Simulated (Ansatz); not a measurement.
Ga3⁺, relaxed as a singlet with RKS PBE-D4/def2-TZVP in Ansatz, starting from the GFN1-xTB geometry. Force threshold 0.02 eV/Å.

The restricted singlet is unstable: a solution with broken spin symmetry lies lower. An occupied level lies above an empty one. At PBE-D4/def2-TZVP a triplet of charge 1 lies 0.49 eV below the restricted singlet, each at its own geometry. The structure comes from a short search, and lower isomers may exist.

Start:

```
atom   x (Å)   y (Å)   z (Å)
 Ga1  -0.182   1.422   0.156
 Ga2   0.940  -0.703   0.838
 Ga3  -0.759  -0.719  -0.994
```

(1) Estimate the energy that the relaxation releases and the steps that it takes.

(2) Does the start keep its bonding and symmetry?

(3) Predict the relaxed structure.

Answers

(1) 2.7 kJ/mol, in 3 steps; 3.1 s on 4 threads of Arm Neoverse V1 on a shared host. No frequencies were taken in this run, so the end may be a saddle point.

(2) By distances, no bond broke or formed. The bond that changes most is Ga1–Ga2, from 2.50 to 2.57 Å (atoms count from 1). Point group D3h at the start, D3h at the end, both within 0.05 Å.

(3) 
```xyz
3

Ga   -0.1873    1.4654    0.1606
Ga    0.9688   -0.7242    0.8632
Ga   -0.7815   -0.7412   -1.0237
```
Bond lengths (bridged metal pairs left out): 3 × Ga–Ga 2.57 Å.
